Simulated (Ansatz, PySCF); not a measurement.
System: CH$_{2}$Br$_{3}$Si, net charge 0, doublet state. It need not be the lowest isomer of its formula. 
Coordinates optimised at B3LYP-D3(BJ)/def2-TZVP (Ansatz, a quantum-chemistry and plane-wave program):
SMILES: [CH2][Si](Br)(Br)Br
```xyz
7

Si    -0.4983    -0.0154    -0.0939
C     -2.2768    -0.0768    -0.4612
Br     0.0457     1.9919     0.6822
Br     0.6868    -0.4007    -1.9393
Br     0.0187    -1.5661     1.4079
H     -2.8340    -1.0041    -0.4126
H     -2.8202     0.8035    -0.7813
```
Charge 0, spin multiplicity 2.

Property: atomisation energy (electronic, to ground-state atoms), in eV. Cores are frozen in the correlated levels unless marked. UHF or UKS for open shells. Spin-orbit coupling is left out. The frozen core is the preceding noble-gas configuration, with the filled d and f shells of earlier blocks. No relativistic terms. The coupled-cluster limit lacks core correlation, which all-electron functionals hold. CBS marks a two-point X^-3 extrapolation of the correlation energy; Hartree-Fock from the larger set. [CCSD(T)-MP2]/basis is that difference in the basis named.

```tsv
level	program	atomisation energy (eV)
HF/def2-TZVPD	PySCF	16.97
HF-D3(BJ)/def2-TZVPD	PySCF + dftd3	18.91
B3LYP-D3(BJ)/def2-TZVPD	Ansatz + dftd3	22.68
BHLYP/def2-TZVPD	Ansatz	21.75
TPSSh-D3(BJ)/def2-TZVPD	PySCF + dftd3	23.22
TPSSh/def2-TZVPD	PySCF	22.85
r2SCAN0/def2-TZVPD	Ansatz	22.93
HSE06-D4/def2-TZVPD	Ansatz + dftd4	23.18
LC-wPBE-D4/def2-TZVPD	Ansatz + dftd4	22.93
PBE-QIDH/def2-TZVPD	Ansatz	22.91
RI-MP2/def2-TZVPP	Ansatz	22.67
SCS-MP2/6-31G*	Ansatz	20.41
CCSD/6-31G	Ansatz	16.66
CCSD(T)/def2-TZVPP	Ansatz	22.00
RI-MP2/CBS(def2-TZVPP,def2-QZVPP)+[CCSD(T)-MP2]/def2-TZVPP	Ansatz	22.79
```
